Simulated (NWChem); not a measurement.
# MgICl; SMILES [Cl][Mg][I]

```xyz
3

Mg     0.0495     1.1794     0.0000
Cl     0.0134     3.3755     0.0000
I      0.0907    -1.3659     0.0000
```
Atoms are numbered in this order, from 1.

Results from NWChem. Coordinates come from a PBE0/def2-SVP optimisation. def2 effective core potentials on I; no spin-orbit coupling. Level: PBE0/def2-SVPD; rows give the wavelength of the field.

Question: Order these by “isotropic polarisability (bohr³)”, lowest first: 1065 nm; 589 nm; static.

Answer: static (73.4), 1065 nm (74.6), 589 nm (77.7)
